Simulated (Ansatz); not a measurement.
A made-up structure of BSiH3ClO (charge -1), singlet:

```xyz
7
angstrom
B 0.4900 -0.6988 0.2428
Si -0.6924 0.9208 0.1432
O 0.4397 0.6399 -0.7570
Cl 0.2565 -2.2268 -0.7919
H -2.0061 0.6765 -0.3374
H -0.5445 1.9609 1.0985
H 1.5882 -0.8654 0.5409
```

It is relaxed with PBE-D4/def2-SVPD and then PBE0-D4/def2-TZVPD (Ansatz 0.2.0). Atoms count as bonded within 1.22 times the sum of their covalent radii (H–H: 0.88 Å). The end point is not checked to be a true minimum.

(1) Does its bonding change? (Judge from chemistry; the calculation decides.)

## Answers

(1) By the calculation: No: no bond forms or breaks.

Where it ends: The first stage lowers the energy by 2.14 eV in 10 steps. It ends as BSiH₃ClO ([Cl][BH]1[O][SiH2]1), total charge -1:
B1  (0.658, -0.645, -0.003)
Si2  (-0.759, 0.712, 0.371)
O3  (0.492, 0.535, -0.781)
Cl4  (0.189, -2.276, -0.839)
H5  (-2.078, 0.833, -0.348)
H6  (-0.603, 2.058, 1.044)
H7  (1.632, -0.810, 0.694)
(Å)

Labels in which every atom is bracketed show which atoms are joined, not bond orders.

For scale, one of the runs: PBE0-D4/def2-TZVPD relaxation, 193 basis functions, launched by `ansatz run in.yaml --threads 2 --pin off --events-out ev --progress --plain --max-ram 4352MiB`. Hardware: 2 CPU threads of an Intel Xeon Platinum 8223CL, shared host. Wall time about 50 s.
